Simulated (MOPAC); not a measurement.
Input file for MOPAC: AM1 on BFH4N2 (SMILES NB(N)F), a point of a torsion scan.

```
AM1 1SCF PRECISE CHARGE=0 THREADS=1
BFH4N2

N      1.22533980 1    -0.25407367 1     0.24892725 1
B     -0.09738493 1     0.20490131 1     0.27751110 1
N     -0.86024567 1     0.35984374 1     1.44160440 1
F     -0.67760113 1     0.51969374 1    -0.89915239 1
H      1.75005354 1    -0.51470664 1     1.06121528 1
H      1.73034546 1    -0.34763528 1    -0.61227195 1
H     -1.80556322 1     0.69268911 1     1.40966975 1
H     -0.52907417 1     0.15620920 1     2.36458815 1
```

Output:

```
*******************************************************************************
 **                                                                           **
 **                              MOPAC v23.2.5                                **
 **                                                                           **
 *******************************************************************************
 ** MOPAC's Digital Object Identifier: https://doi.org/10.5281/zenodo.6511958 **
 **                                                                           **
 ** Please cite the open-source release paper for use of this MOPAC version:  **
 ** J. E. Moussa and J. J. P. Stewart (2026)                                  **
 ** MOPAC: An open-source semiempirical molecular orbital program             **
 ** J. Open Source Softw., 11(119), 8025, https://doi.org/10.21105/joss.08025 **
 *******************************************************************************

                              AM1 CALCULATION RESULTS

 *******************************************************************************
 *  AM1        - The AM1 Hamiltonian to be used
 *
 *
 *
 *                 CHARGE ON SYSTEM = 0
 *
 *
 *
 *  PRECISE    - TIGHTER CRITERIA TO BE USED
 *  1SCF       - DO 1 SCF AND THEN STOP
 *  THREADS=1  - MULTI-THREADING NOT USED
 *  T=         - A TIME OF 172800.0 SECONDS REQUESTED
 *  DUMP=N     - RESTART FILE WRITTEN EVERY 7200.0 SECONDS REQUESTED
 *******************************************************************************
AM1 1SCF PRECISE CHARGE=0 THREADS=1
 BFH4N2

   ATOM   CHEMICAL          X               Y               Z
  NUMBER   SYMBOL      (ANGSTROMS)     (ANGSTROMS)     (ANGSTROMS)

     1       N          1.22533980  *  -0.25407367  *   0.24892725  *
     2       B         -0.09738493  *   0.20490131  *   0.27751110  *
     3       N         -0.86024567  *   0.35984374  *   1.44160440  *
     4       F         -0.67760113  *   0.51969374  *  -0.89915239  *
     5       H          1.75005354  *  -0.51470664  *   1.06121528  *
     6       H          1.73034546  *  -0.34763528  *  -0.61227195  *
     7       H         -1.80556322  *   0.69268911  *   1.40966975  *
     8       H         -0.52907417  *   0.15620920  *   2.36458815  *



          CARTESIAN COORDINATES

    NO.       ATOM           X           Y           Z

     1         N          1.2253     -0.2541      0.2489
     2         B         -0.0974      0.2049      0.2775
     3         N         -0.8602      0.3598      1.4416
     4         F         -0.6776      0.5197     -0.8992
     5         H          1.7501     -0.5147      1.0612
     6         H          1.7303     -0.3476     -0.6123
     7         H         -1.8056      0.6927      1.4097
     8         H         -0.5291      0.1562      2.3646

  H: (AM1): M.J.S. DEWAR ET AL, J. AM. CHEM. SOC. 107 3902-3909 (1985)
  B: (AM1): M.J.S. DEWAR ET AL, ORGANOMETALLICS, 7, 513-521 (1988)
  N: (AM1): M.J.S. DEWAR ET AL, J. AM. CHEM. SOC. 107 3902-3909 (1985)
  F: (AM1): M.J.S. DEWAR AND E. G. ZOEBISCH, THEOCHEM, 180, 1 (1988).

           Empirical Formula: H4 N2 B F  =     8 atoms



      MOLECULAR POINT GROUP   :   C2v


      RHF CALCULATION, NO. OF DOUBLY OCCUPIED LEVELS = 12


 -------------------------------------------------------------------------------
 AM1 1SCF PRECISE CHARGE=0 THREADS=1
 BFH4N2



     1SCF WAS SPECIFIED, SO BFGS WAS NOT USED
     SCF FIELD WAS ACHIEVED


                              AM1 CALCULATION
                                                       MOPAC v23.2.5 Linux




          FINAL HEAT OF FORMATION =       -138.74272 KCAL/MOL =    -580.49956 KJ/MOL


          COSMO AREA              =         92.07 SQUARE ANGSTROMS
          COSMO VOLUME            =         73.53 CUBIC ANGSTROMS

          IONIZATION POTENTIAL    =          9.759344 EV
          HOMO LUMO ENERGIES (EV) =         -9.759  2.461
          NO. OF FILLED LEVELS    =         12
          MOLECULAR WEIGHT        =         61.8534         POINT GROUP:  C2v

          MOLECULAR DIMENSIONS (Angstroms)

            Atom       Atom       Distance
            H     7    H     6     4.20395
            H     8    F     4     2.99508
            H     5    H     6     0.00036


          SCF CALCULATIONS        =          1





   ATOM   CHEMICAL          X               Y               Z
  NUMBER   SYMBOL      (ANGSTROMS)     (ANGSTROMS)     (ANGSTROMS)

     1       N          1.22533980  *  -0.25407367  *   0.24892725  *
     2       B         -0.09738493  *   0.20490131  *   0.27751110  *
     3       N         -0.86024567  *   0.35984374  *   1.44160440  *
     4       F         -0.67760113  *   0.51969374  *  -0.89915239  *
     5       H          1.75005354  *  -0.51470664  *   1.06121528  *
     6       H          1.73034546  *  -0.34763528  *  -0.61227195  *
     7       H         -1.80556322  *   0.69268911  *   1.40966975  *
     8       H         -0.52907417  *   0.15620920  *   2.36458815  *

                             CARTESIAN COORDINATES

   1    N        1.225339800    -0.254073670     0.248927250
   2    B       -0.097384930     0.204901310     0.277511100
   3    N       -0.860245670     0.359843740     1.441604400
   4    F       -0.677601130     0.519693740    -0.899152390
   5    H        1.750053540    -0.514706640     1.061215280
   6    H        1.730345460    -0.347635280    -0.612271950
   7    H       -1.805563220     0.692689110     1.409669750
   8    H       -0.529074170     0.156209200     2.364588150


           Empirical Formula: H4 N2 B F  =     8 atoms



      MOLECULAR POINT GROUP   :   C2v


                  EIGENVALUES
 -48.47153 -34.08415 -32.13568 -20.64200 -17.65927 -17.38128 -15.24262 -15.00707
 -14.63990 -13.16844 -11.25040  -9.75934   2.46065   3.69513   4.25702   5.28805
   5.94450   6.18370   8.16039   8.40581


              NET ATOMIC CHARGES AND DIPOLE CONTRIBUTIONS

  ATOM NO.   TYPE          CHARGE      No. of ELECS.   s-Pop       p-Pop
    1          N          -0.472220        5.4722     1.44744     4.02478
    2          B           0.301972        2.6980     1.02490     1.67313
    3          N          -0.472215        5.4722     1.44743     4.02478
    4          F          -0.184351        7.1844     1.89162     5.29273
    5          H           0.204080        0.7959     0.79592
    6          H           0.209317        0.7907     0.79068
    7          H           0.209336        0.7907     0.79066
    8          H           0.204080        0.7959     0.79592
 DIPOLE           X         Y         Z       TOTAL
 POINT-CHG.     0.752    -0.407     1.524     1.748
 HYBRID         0.161    -0.087     0.326     0.374
 SUM            0.913    -0.494     1.851     2.122


          ATOMIC ORBITAL ELECTRON POPULATIONS

     Atom    s        px        py        pz
    1  N   1.44744   1.17647   1.74291   1.10540
    2  B   1.02490   0.61177   0.46627   0.59510
    3  N   1.44743   1.17910   1.74338   1.10230
    4  F   1.89162   1.85377   1.87676   1.56220
    5  H   0.79592
    6  H   0.79068
    7  H   0.79066
    8  H   0.79592

 **********************
 *                    *
 * JOB ENDED NORMALLY *
 *                    *
 **********************




 == MOPAC DONE ==
```

The run finished.

Cost: around 0.03 core-seconds (rough).
